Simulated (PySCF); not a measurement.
C3H9Tl.
Structure used (PBE0-D3(BJ)/def2-SVP), in Å, numbered top down from 1:
```xyz
13
C3H9Tl angstrom
C     -0.457    2.170   -0.147
Tl     0.011   -0.001    0.017
C      2.121   -0.695    0.145
C     -1.661   -1.472    0.018
H     -0.382    2.463   -1.205
H      0.264    2.764    0.431
H     -1.478    2.374    0.206
H      2.291   -1.132    1.140
H      2.819    0.138   -0.010
H      2.300   -1.474   -0.610
H     -2.568   -1.017    0.438
H     -1.864   -1.766   -1.023
H     -1.392   -2.370    0.590
```

Method: PBE0-D3(BJ)/def2-SVP geometry optimisation, gas phase, def2 core potentials past Kr in PySCF.

Problem. Which atoms are bound to Tl2, and at what distances?

Solution. 3 atoms: C3 2.225 Å, C4 2.227 Å, C1 2.227 Å. The nearest atom not counted as bound is H12, at 2.78 Å (others tie with it).

Problem. List the angles at Tl2.

Solution. 
```json
{"angle": "C1–Tl2–C3", "degrees": "120.5", "distance of the outer atoms (Å)": "3.87"}
{"angle": "C3–Tl2–C4", "degrees": "120.4", "distance of the outer atoms (Å)": "3.86"}
{"angle": "C1–Tl2–C4", "degrees": "119.1", "distance of the outer atoms (Å)": "3.84"}
```

Problem. What is the shape at Tl2?

Solution. Planar: angles 120.5°, 120.4° and 119.1°, sum 360.0°, 0.01 Å off the plane of its three neighbours.

Problem. What are the other bond lengths?

Solution. C1–H5 and 8 like bonds 1.099 Å.

Charge 0, singlet. Stationary, but not proved a minimum.
